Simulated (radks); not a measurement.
These are the eigenvalues of the occupied orbitals of an atom or ion with whole-number occupations (hartree). All-electron calculation, Dirac Kohn-Sham, BLYP, spin-unpolarised, spherical densities, finite nucleus; Fermi nuclear charge, rms radius of each element as measured or else 0.836 A^(1/3) + 0.57 fm. Program: a radial shooting solver on a logarithmic mesh with Libxc functionals.

orbital  eigenvalue
1s1/2     -1848.467
2s1/2     -406.8709
2p1/2     -394.2763
2p3/2     -371.3195
3s1/2     -166.0509

Which element is it, and in what charge state? The configuration may be excited. Open shells, if any, fill j = l - 1/2 first.

Answer. Z = 62, samarium, charge +50: Sm50+ in [Ne] 3s2. The list shows which subshells hold electrons but not how many an open one holds; the 1s level, -1848.5 hartree, gives Z - s = 60.8 by -(Z - s)^2/2, which with screening and relativity narrows Z to a few neighbours, and the depths of the outer levels then fix element, charge and occupations together.
